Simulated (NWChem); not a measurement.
# hydrogen selenide (H$_{2}$Se); SMILES [SeH2]

All runs: NWChem. Coordinates come from a PBE0-D3(BJ)/def2-TZVP optimisation. B3LYP is NWChem's, with the RPA form of VWN correlation. Ions are spin-unrestricted doublets at the neutral geometry; other ion states weren't tried.

Problem. Order these by “ΔSCF minus −ε(HOMO) (eV)”, lowest first: PBE/def2-TZVP; PBE0/def2-TZVP; Hartree-Fock/def2-TZVP.

Solution. Hartree-Fock/def2-TZVP (-1.04), PBE0/def2-TZVP (2.68), PBE/def2-TZVP (3.86)
